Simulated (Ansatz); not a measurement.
Geometry optimisation, Ansatz 0.2.0, RKS PBE/cc-pVDZ.

Input file:

```yaml
crystal:
  periodic: [false, false, false]
  atoms:
    - { symbol: B, position_ang: [-0.073608, 0.459508, -0.423342] }
    - { symbol: H, position_ang: [-0.111703, 0.030381, 1.934758] }
    - { symbol: F, position_ang: [0.972024, -0.400429, -0.459266] }
    - { symbol: "N", position_ang: [-1.346039, 0.052661, -0.84453] }
    - { symbol: H, position_ang: [-1.529535, -0.895738, -1.162141] }
    - { symbol: H, position_ang: [-2.149591, 0.676314, -0.850938] }
    - { symbol: F, position_ang: [0.165259, 1.715931, -0.02119] }
    - { symbol: H, position_ang: [-0.045507, 0.745273, 1.86205] }
basis:
  gaussian: { orbitals: cc-pVDZ }
hamiltonian:
  xc: pbe
relax:
  f_tol: 0.03
  max_steps: 50
output:
  orbitals: {}
```

Command:

```bash
$ ansatz run input.yaml --threads 1 --pin off --max-ram 2048MiB --backend cpu --events-out ev --progress --plain --runs-dir out
```

Question: Where does it end, and by what steps?

Answer: The run converged. The force dipped under the threshold on the way, but the program's further checks kept it going. After 24 steps the energy has fallen by 0.180 eV; H2 moved furthest, 1.49 Å.

```csv
step,energy less start (eV),largest force component (eV/Å),accepted
0,0.0000,1.870,yes
1,-0.1247,0.345,yes
2,-0.1454,0.401,yes
3,-0.1556,0.117,yes
4,-0.1572,0.064,yes
5,-0.1595,0.080,yes
6,-0.1457,0.827,no
7,-0.1634,0.068,yes
8,-0.1615,0.438,no
9,-0.1650,0.049,yes
10,-0.1665,0.100,yes
11,-0.1680,0.162,yes
12,-0.1701,0.158,yes
13,-0.1716,0.152,yes
14,-0.1724,0.195,yes
15,-0.1755,0.103,yes
16,-0.1769,0.034,yes
17,-0.1780,0.036,yes
18,-0.1775,0.176,no
19,-0.1780,0.090,no
20,-0.1782,0.013,yes
21,-0.1788,0.082,yes
22,-0.1791,0.060,yes
23,-0.1793,0.036,yes
24,-0.1795,0.011,yes
```

```xyz
8
Properties=species:S:1:pos:R:3
B -0.065 0.297 -0.800
H -0.096 0.621 3.307
F 0.990 -0.320 -1.379
N -1.381 0.002 -1.177
H -1.602 -0.684 -1.896
H -2.185 0.456 -0.749
F 0.200 1.215 0.163
H 0.020 0.797 2.567
```

Time of the run: 39 s on 1 thread of Arm Neoverse V2, with other jobs on the host, peak memory 0.13 GiB.
